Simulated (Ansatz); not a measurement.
## From B to In: the dipole moment

One atom is swapped for its congeners: C3H4B `C#C[B]C`; C3H4Al `C#[C][Al][CH3]`; C3H4Ga `C#[C][Ga][CH3]`; C3H4In `C#[C][In][CH3]`. All are doublets with charge 0.

Shapes, held fixed at every level: PBE0-D4/def2-TZVP. Programs: Ansatz 0.2.0. Values in D.

```
               level  C3H4B  C3H4Al  C3H4In
   PBE-D4/def2-TZVPP   0.87    0.41    0.98
r2SCAN-D4/def2-TZVPP   0.83    0.34    0.99
 B3LYP-D4/def2-TZVPP   0.82    0.29    1.04
  wB97M-V/def2-TZVPP   0.85    0.27    0.99
```

Task: Estimate the column for C3H4Ga from its neighbours.

Result: The mean of the neighbours at wB97M-V/def2-TZVPP is 0.63 D, against 0.55 from the run. All rows: PBE-D4/def2-TZVPP 0.66; r2SCAN-D4/def2-TZVPP 0.62; B3LYP-D4/def2-TZVPP 0.60; wB97M-V/def2-TZVPP 0.55 D. At wB97M-V/def2-TZVPP the dipole moment isn't monotonic: it is largest for In and smallest for Al (0.99 and 0.27 D). Every level shows the same order. Open shells run unrestricted unless RO is named. For atoms past krypton def2 sets carry core potentials with scalar relativity. Relativity is left out for Ga unless named. Magnitudes only: a dipole under 1 D may point either way.
